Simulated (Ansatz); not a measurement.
C9H6N4, SMILES C1=CC2=NC=CC3=NC=NC(=C1)N23.

The structure is a stationary point at B3LYP-D3(BJ)/def2-SVP.

Two levels are set side by side: PBE/def2-SVPD (Ansatz, a quantum-chemistry and plane-wave program) and CAM-B3LYP/def2-SVPD (Ansatz). Energy differences of separate SCF runs at the same geometry. Differences are taken from unrounded values.

```json
[
 {"quantity": "vertical singlet–triplet gap (eV)", "CAM-B3LYP": "2.01"}
]
```

Q: What does PBE give, and how far is it from CAM-B3LYP? (An estimate is asked for; the answer gives what the named calculation found.)

A: 
| quantity | PBE | PBE minus CAM-B3LYP |
|---|---|---|
| vertical singlet–triplet gap (eV) | 1.76 | -0.25 |
